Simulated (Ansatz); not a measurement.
Species: AlHCl$_{2}$, charge 0, singlet. AlHCl2 (SMILES [Cl][AlH][Cl]).
B3LYP-D3(BJ)/def2-TZVP minimum from Ansatz (a program for electronic structure):
```xyz
4

Al    -0.4687    -0.5272     0.1773
H     -1.4719    -1.6557     0.5570
Cl     1.4529    -0.4793     0.9988
Cl    -1.0079     0.9798    -1.1671
```
Charge 0, spin multiplicity 1.

Total energies in hartree (Ansatz). UHF or UKS for unpaired electrons; spin-orbit terms are left out. Correlated methods leave the cores frozen. No relativity. For partners of very few electrons the exact lower level stands in for a higher one.

```csv
species,HF/cc-pV(T+d)Z,CCSD(T)/cc-pV(T+d)Z,HF/cc-pV(Q+d)Z,CCSD(T)/cc-pV(Q+d)Z,CCSDT(Q)/cc-pV(T+d)Z
1: AlHCl2 (SMILES [AlH]([Cl])[Cl]),-1161.70198,-1162.21030,-1161.71195,-1162.26643,-1162.21230
2: Al (doublet),-241.87908,-241.93131,-241.88044,-241.93374,-241.93179
3: H (doublet),-0.49981,-0.49981,-0.49995,-0.49995,-0.49981
4: Cl (doublet),-459.48556,-459.67356,-459.48916,-459.69449,-459.67440
```

Task: Work out the atomisation energy (electronic, to ground-state atoms) in kJ/mol: take Hartree-Fock from cc-pV(Q+d)Z, extrapolate the CCSD(T) correlation energy as X^-3 (X = 3, 4), and add CCSDT(Q) - CCSD(T) in cc-pV(T+d)Z. 1 hartree = 2625.5 kJ/mol.

Result: 
Species 1: correlation (64·(-0.55448) - 27·(-0.50832))/37 = -0.58816; step -0.00200; E1 = -1161.71195 + (-0.58816) + (-0.00200) = -1162.30211
Species 2: correlation (64·(-0.05330) - 27·(-0.05223))/37 = -0.05408; step -0.00048; E2 = -241.88044 + (-0.05408) + (-0.00048) = -241.93500
Species 3: correlation (64·(0.00000) - 27·(0.00000))/37 = 0.00000; step +0.00000; E3 = -0.49995 + (0.00000) + (+0.00000) = -0.49995
Species 4: correlation (64·(-0.20533) - 27·(-0.18800))/37 = -0.21798; step -0.00084; E4 = -459.48916 + (-0.21798) + (-0.00084) = -459.70798
-1·E1 +1·E2 +1·E3 +2·E4 = 0.45120 hartree = 1184.6 kJ/mol.
